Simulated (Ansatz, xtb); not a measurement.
Relative energy of two isomers of C2H5ClSi

Structure X: `C=C([SiH3])Cl`, a singlet. Structure Y: `[SiH3]/C=C/Cl`, a singlet. Both are isolated molecules in the gas phase, relaxed with PBE0-D3(BJ)/def2-SVP.

X (Å):

```xyz
9

C    -0.6852    1.1339    0.8451
C     0.4774    0.8214    1.4223
Cl    1.7687    1.9964    1.4989
Si    0.9085   -0.8330    2.2068
H    -1.4872    0.3919    0.8022
H    -0.8712    2.1186    0.4061
H    -0.2699   -1.7408    2.0766
H     1.2439   -0.6294    3.6460
H     2.0898   -1.4212    1.5113
```

Y (Å):

```yaml
atoms:
  - { symbol: C, position_ang: [0.3477, 0.4101, 2.2531] }
  - { symbol: C, position_ang: [0.4159, 1.6633, 1.7980] }
  - { symbol: Cl, position_ang: [0.4613, 3.0594, 2.8133] }
  - { symbol: Si, position_ang: [0.3017, -1.0557, 1.0965] }
  - { symbol: H, position_ang: [0.3536, -0.5573, -0.3110] }
  - { symbol: H, position_ang: [-0.9501, -1.8473, 1.2976] }
  - { symbol: H, position_ang: [1.4645, -1.9611, 1.3463] }
  - { symbol: H, position_ang: [0.3188, 0.2569, 3.3385] }
  - { symbol: H, position_ang: [0.4495, 1.9227, 0.7353] }
```

Quicker runs give these differences E(Y) − E(X): GFN2-xTB −0.35 kcal/mol; HF/STO-3G −0.65 kcal/mol (at GFN2-xTB geometries); r2SCAN-D4/def2-SVP −0.97 kcal/mol (at GFN2-xTB geometries).

Task: Estimate E(Y) − E(X) at the level CCSD(T)/def2-SVP + ΔMP2/def2-TZVPP.

Result: Too close to call at this level: CCSD(T)/def2-SVP + ΔMP2/def2-TZVPP gives E(Y) − E(X) = −0.61 kcal/mol.

Level by level:

| level | geometry | E(Y) − E(X) (kcal/mol) | departure from the last row (kcal/mol) | job, with rough time for the two |
| --- | --- | --- | --- | --- |
| GFN2-xTB | GFN2-xTB | −0.35 | +0.26 | optimisation, 0.38 s |
| HF/STO-3G | GFN2-xTB | −0.65 | −0.04 | single point, 0.8 s |
| r2SCAN-D4/def2-SVP | GFN2-xTB | −0.97 | −0.36 | single point, 5.4 s |
| PBE0-D3(BJ)/def2-SVP | PBE0-D3(BJ)/def2-SVP | −0.94 | −0.34 | optimisation, 56 s |
| HF/def2-SVP | PBE0-D3(BJ)/def2-SVP | −0.78 | −0.17 | part of the CCSD(T) run |
| MP2/def2-SVP | PBE0-D3(BJ)/def2-SVP | −0.79 | −0.18 | part of the CCSD(T) run |
| CCSD(T)/def2-SVP | PBE0-D3(BJ)/def2-SVP | −0.51 | +0.10 | single point |
| CCSD(T)/def2-SVP + ΔMP2/def2-TZVPP | PBE0-D3(BJ)/def2-SVP | −0.61 |  | single point, 39 s |

As drawn, both hold the same kinds of bond in the same numbers.

The largest departure from CCSD(T)/def2-SVP + ΔMP2/def2-TZVPP is that of r2SCAN-D4/def2-SVP, 0.36 kcal/mol. The last row adds to CCSD(T) the change of the MP2 difference between the two basis sets, here −0.10 kcal/mol.

With harmonic frequencies from PBE0-D3(BJ)/def2-SVP (ideal gas, rigid rotor, one conformer each, 298.15 K, 1 atm): the zero-point term adds +0.08 kcal/mol; ΔH is −0.45 and ΔG −0.61 kcal/mol.

The correlated steps freeze 12 core orbitals. Codes used: Ansatz 0.2.0, xtb 6.7.1; the last row on 2 threads of AMD EPYC (Zen 3) on a shared host.
